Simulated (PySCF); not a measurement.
Al(Cl)2(SeH) (AlCl₂HSe), SMILES [Cl][Al]([SeH])[Cl]. Atoms are numbered in the order given.

```xyz
5

Al    -0.0001     0.5447     0.0000
Cl     1.8193     1.5828     0.0000
Cl    -1.8024     1.6168     0.0000
Se     0.0340    -1.7547     0.0000
H     -1.4418    -1.8146     0.0000
```
Charge 0, spin multiplicity 1.

The structure is a stationary point at B3LYP-D3(BJ)/def2-SVP. The values are those of a single conformer.

Two levels are set side by side: PBE/pcSseg-1 (PySCF) and B3LYP/pcSseg-1 (PySCF). GIAO shifts against HCl (³⁵Cl), Me2Se (⁷⁷Se), TMS (¹H) at the same level; non-relativistic, no solvent, atoms listed together averaged. Without spin–orbit terms, shifts of atoms bonded to Cl or Br come out too high at both levels. Differences are taken from unrounded values.

```json
[
 {"quantity": "δ(⁷⁷Se) of Se4 (ppm)", "B3LYP": "-442.6"},
 {"quantity": "δ(¹H) of H5 (ppm)", "B3LYP": "1.08"}
]
```

Question: What does PBE give, and how far is it from B3LYP? (The exact figures need the calculation; the answer reports its results.)

Answer: 
| quantity | PBE | PBE minus B3LYP |
|---|---|---|
| δ(⁷⁷Se) of Se4 (ppm) | -434.8 | 7.8 |
| δ(¹H) of H5 (ppm) | 1.24 | 0.16 |

Rough cost on one machine, each run with all the roots and properties that it gave: B3LYP against PBE within a factor of 2.
